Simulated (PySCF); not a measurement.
# Computed and published core binding energies of `C#CS(F)(F)(F)(F)F`

The experiment to reproduce (core binding energies): C 1s of C1 292.10 eV [1]; C 1s of C2 292.22 eV [1]. Sources and the comparison follow the method.

Species: C₂HF₅S.
Structure used (GFN2-xTB), in Å, numbered top down from 1:
```
atom  x, y, z in Å
C1     2.1452   -0.4189   -0.2290
C2     0.9793   -0.1872   -0.1018
S3    -0.7540    0.1490    0.0775
F4    -1.1029   -0.6533   -1.3083
F5    -0.6215    1.5470   -0.7666
F6    -0.9836   -1.2298    0.9323
F7    -0.5040    0.9703    1.4732
F8    -2.3196    0.4514    0.2377
H9     3.1747   -0.6224   -0.3401
```

Method: delta-SCF UKS SCAN, pcX-2 on the ionised atom, pcseg-1 elsewhere, spin-free X2C in PySCF 2.14.0. These are vertical core ionisation energies against the vacuum level, from separate self-consistent calculations with and without the core hole.

```csv
atom,environment,level,this calculation (eV),reference (eV),difference (eV),source
C1,terminal alkyne carbon,C 1s,292.17,292.10,+0.07,[1]
C2,alkyne carbon,C 1s,292.38,292.22,+0.16,[1]
```

[1] measured, gas; Saethre, Berrah, Bozek, Boerve, Carroll, Kukk, Gard, Winter, Thomas, J. Am. Chem. Soc. 2001, 123, 10729 Note: vertical.

Task: How far is it from the measured entries?

Result: Over the 2 different measured values (2 distinct lines) the mean signed difference is +0.11 eV, the mean unsigned one 0.11 eV and the largest 0.16 eV. The calculation is vertical and has no vibrational structure, and measured positions depend on the energy calibration.

Task: What does the calculation give for the levels without a reference value here?

Result: S3 S 1s 2488.17 eV; S3 S 2p3/2 178.82 eV; F4/F5/F6/F7 F 1s 693.70 eV; F8 F 1s 694.09 eV.

The 2 C 1s values lie within 0.21 eV of each other; Gaussian lines of 0.5 eV full width would blend them into one maximum.

Lowest listed F 1s: F4/F5/F6/F7, bonded to S. Highest, 0.39 eV above it: F8, bonded to S. Summing the Pauling electronegativity differences to the bonded atoms, each weighted by its formal bond order, gives -1.40 for the lowest site and -1.40 for the highest; the sum is the same at every site.

The first atom of each set that the bonding makes equivalent was ionised and stands for the set. Spin contamination (⟨S²⟩ against 0.75 for a pure doublet) is marked for C 1s of C1 (0.86) and C 1s of C2 (0.86), which makes these values less certain. The 2p values aren't plain energy differences: one relaxed spin-free 2p hole is combined with a matrix within the shell (ground-state 2p orbital-energy differences and spin–orbit coupling). 2p3/2, the mean of its two sublevels, lies a third of the splitting below the shell's mean and 2p1/2 two thirds above it; the statistical areas are 2:1. 2p1/2 minus 2p3/2 (ligand field included): S 1.24 eV. Isolated species at its GFN2-xTB geometry, gas phase.

On one thread of an Arm Neoverse V1, on a shared host, this took 49 s.
